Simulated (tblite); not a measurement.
Species: C4H16Si3.
Structure used (GFN2-xTB), in Å, numbered top down from 1:
```
atom  x, y, z in Å
C1     3.2821    0.8453    0.9222
Si2    2.0319    0.5574   -0.4780
C3     0.4388   -0.1552    0.2809
C4    -0.8006   -0.1364   -0.6148
Si5   -0.6267   -1.2399   -2.1626
C6    -2.0453   -0.5642    0.1763
Si7   -2.5310    0.5754    1.6229
H8     4.2096    1.2578    0.5380
H9     3.5238   -0.0825    1.4326
H10    2.8981    1.5371    1.6663
H11    1.7372    1.8352   -1.1424
H12    2.6215   -0.3721   -1.4516
H13    0.6172   -1.1814    0.6139
H14    0.2151    0.4182    1.1870
H15   -0.9564    0.8971   -0.9477
H16   -1.9069   -1.2456   -2.8780
H17    0.4161   -0.7316   -3.0521
H18   -0.3115   -2.6079   -1.7438
H19   -1.8965   -1.5814    0.5483
H20   -2.8984   -0.6168   -0.5056
H21   -3.9145    0.2794    2.0035
H22   -1.6850    0.3673    2.8025
H23   -2.4236    1.9717    1.1924
```

Level: GFN2-xTB in tblite, geometry and Hessian alike; calculated harmonic values, unscaled, isolated species. Errors from tens to a few hundred cm⁻¹ against measured bands are possible. Modes of hydrogen on silicon can be 10 to 20 % off. One conformer, not necessarily the lowest.

Harmonic wavenumbers (cm⁻¹): 31.0, 52.5, 57.5, 105.6, 111.8, 124.8, 143.7, 170.8, 184.9, 259.8, 316.0, 344.0, 444.9, 508.4, 515.9, 550.4, 559.2, 578.4, 665.5, 693.9, 729.7, 747.7, 760.1, 773.1, 779.2, 784.9, 788.6, 791.9, 800.7, 810.2, 819.5, 821.7, 841.1, 854.8, 1026.1, 1087.7, 1099.1, 1150.3, 1234.7, 1269.5, 1303.5, 1326.1, 1374.4, 1480.9, 1483.4, 1490.4, 1494.9, 2201.2, 2211.6, 2235.5, 2240.1, 2249.7, 2253.2, 2254.1, 2277.9, 2900.2, 2923.8, 2940.0, 2953.2, 2960.0, 3036.6, 3038.7, 3048.6.

A = 1441, B = 806.4, C = 544.3 MHz; mass 148.056 u (most abundant isotopes); point group C1, symmetry number 1.

Question: Zero-point energy?

Answer: ½Σν̃ = 38034 cm⁻¹ = 108.74 kcal/mol.

Question: Entropy at 400 K, 1 bar (ideal gas, RRHO, classical rotation)?

Answer: Translation 42.37, rotation 31.48, vibration 58.40: S = 132.3 cal/(mol K).

Question: And Cp and H(400 K) − H(0)?

Answer: Cp = 63.09 cal/(mol K), of which vibrations give 55.14 (their classical limit is 63 R = 125.2); H(400 K) − H(0) = 14.80 kcal/mol without the zero-point energy, 11.63 from vibrations.

Question: Which modes carry the vibrational entropy at 400 K?

Answer: 31.0 cm⁻¹: 6.35; 52.5 cm⁻¹: 5.30; 57.5 cm⁻¹: 5.12; 105.6 cm⁻¹: 3.92; 111.8 cm⁻¹: 3.81; 124.8 cm⁻¹: 3.60 cal/(mol K); the other 57 give 30.30 together.

Question: Blend soft modes into free rotors: weight 1/[1 + (100 cm⁻¹/ν̃)⁴] for the oscillator and the rest for a rotor with moment μB/(μ + B), μ = h/(8π²ν), B = 10⁻⁴⁴ kg m². What vibrational entropy results?

Answer: 52.67 cal/(mol K) in place of 58.40, which changes −T·S at 400 K by +2.29 kcal/mol.

Hindered rotation and anharmonicity are outside this model. Other conformers, if any are populated, would add a mixing term that is left out. The structure is chiral; the term R ln 2 for an equal mix with its mirror image is left out.
